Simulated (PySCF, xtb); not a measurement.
Ga(Me)(OH)2 (CH5GaO2), SMILES [CH3][Ga]([OH])[OH].

GFN2-xTB (xtb) at its own geometry gives an orbital gap of 4.76 eV and a dipole moment of 2.58 D.

The structure is a stationary point at B3LYP-D3(BJ)/def2-SVP. The structure was generated by enumeration; whether it is a known compound was not checked. Other conformers were not sampled.

Question: What does PBE/def2-TZVP (PySCF) give? (The exact figures need the calculation; the answer reports its results.)

Answer: gap 5.65 eV (levels -6.75 and -1.10 eV), dipole 2.12 D.
